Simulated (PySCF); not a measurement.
Fe(12+) (iron, charge +12): UHF calculation

Configuration: [Ne] 3s2 3p2, high-spin 3P determinant. All numbers are calculated (PySCF 2.14, the spin-free X2C one-electron Hamiltonian (Gaussian nucleus), in an even-tempered Gaussian basis (19 s from 0.69 bohr⁻², ratio 2.5; 12 p from 0.9 bohr⁻², ratio 2.5; 5 d from 5 bohr⁻², ratio 2.7; 4 f from 7.5 bohr⁻², ratio 2.7)).

```
Total energy                                                  : -1210.340890 hartree
One-electron energy                                           : -1481.6510 hartree
Hartree (Coulomb) energy                                      : 316.5392 hartree
Exchange energy                                               : -45.2291 hartree
⟨S²⟩                                                          : 2.0030
⟨L²⟩                                                          : 2.009
Sum of ⟨r⟩                                                    : 4.854 bohr
Sum of ⟨r²⟩                                                   : 2.833 bohr²
Traceless quadrupole moment −½Σ⟨3z² − r²⟩ along its main axis : 0.227 e·bohr²
```

```
shell  electrons  mean orbital energy (eV)  spread (eV)  rms radius, mean of both spins (bohr)
 1s α          1                   -7529.6            0                                 0.0675
 1s β          1                   -7526.6            0                                 0.0675
 2s α          1                   -1225.6            0                                  0.285
 2s β          1                   -1223.4            0                                  0.285
 2p α          3                   -1093.0        2.024                                  0.257
 2p β          3                   -1088.8        2.501                                  0.257
 3s α          1                   -399.53            0                                  0.751
 3s β          1                   -384.01            0                                  0.751
 3p α          2                   -359.01            0                                  0.753
```

Densities and radii are taken from the X2C orbitals without a picture-change correction, which distorts them close to the nucleus.

Spin-orbit constants ζ (cm⁻¹) from the X2C one-electron operator on these orbitals: bare nucleus, nucleus screened by l(l+1)(2l+1)/3 electrons, and screened by the Breit-Pauli mean field of the electrons.

```
shell   bare  screened nucleus  mean field
   2p  72390             66830       64380
   3p  13030             12020       11560
```

To first order the Landé constant is A = 5781 cm⁻¹, so the lowest level has J = 0 and lies 1.43 eV below the centre of the term. This holds in LS coupling only.
